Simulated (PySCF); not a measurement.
sulfur trioxide (O₃S), SMILES O=S(=O)=O.

Coordinates come from a PBE-D3(BJ)/def2-TZVP optimisation.

Method: PySCF with PBE-D3(BJ)/def2-TZVP.

Frequencies are harmonic and unscaled.

Modes within 1.5 cm⁻¹ of each other (mostly degenerate sets) share a row, with their intensities summed.

Computed normal modes with their intensities:
```tsv
mode	ν (cm⁻¹)	IR (km/mol)	moving atoms (share of kinetic energy)
1	468	24.8	S 60 %, O 40 %
2–3	497	44.5	O 85 %, S 15 %
4	1021	0.0	O 100 %
5–6	1345	341.0	O 55 %, S 45 %
```
